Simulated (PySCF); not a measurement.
BP86 on B- (boron, charge -1), [He] 2s2 2p2, high-spin 3P determinant. Computed with PySCF 2.14 in aug-cc-pVQZ with one added diffuse shell each of s, p, d, f, g type (7s6p5d4f3g, 105 functions), with the non-relativistic Hamiltonian (point nucleus).

```
cycle= 1 E= -24.6729308900969  delta_E= -0.00224  |g|= 0.0212  |ddm|= 1.28
cycle= 2 E= -24.6695308650419  delta_E= 0.0034  |g|= 0.0645  |ddm|= 1.39
cycle= 3 E= -24.6652163419809  delta_E= 0.00431  |g|= 0.0592  |ddm|= 1.92
cycle= 4 E= -24.6738969735421  delta_E= -0.00868  |g|= 0.00156  |ddm|= 0.882
cycle= 5 E= -24.6738342280188  delta_E= 6.27e-05  |g|= 0.00471  |ddm|= 0.0834
cycle= 6 E= -24.6738163017504  delta_E= 1.79e-05  |g|= 0.00516  |ddm|= 0.0202
cycle= 7 E= -24.6738133846076  delta_E= 2.92e-06  |g|= 0.00532  |ddm|= 0.00234
cycle= 8 E= -24.6738725142971  delta_E= -5.91e-05  |g|= 0.000848  |ddm|= 0.0356
cycle= 9 E= -24.6738741092738  delta_E= -1.59e-06  |g|= 8.06e-05  |ddm|= 0.00776
cycle= 10 E= -24.6738741253443  delta_E= -1.61e-08  |g|= 3.16e-05  |ddm|= 0.00132
cycle= 11 E= -24.6738741274356  delta_E= -2.09e-09  |g|= 6.22e-07  |ddm|= 0.000238
cycle= 12 E= -24.6738741274364  delta_E= -7.39e-13  |g|= 3.8e-07  |ddm|= 2.04e-05
converged SCF energy = -24.6738741274364  <S^2> = 2.0032158  2S+1 = 3.0021431
```

Highest occupied orbital energy: 1.708 eV; ⟨L²⟩ = 2.01; populations by l: s 4.00, p 2.00, d 0.00, f 0.00.

Can this result be used?

With care. Self-consistency was reached. At BP86 the highest occupied level has a positive energy, so only the finite basis holds that electron; in a semilocal or global hybrid functional this comes from self-interaction and does not mean that the real anion is unbound.
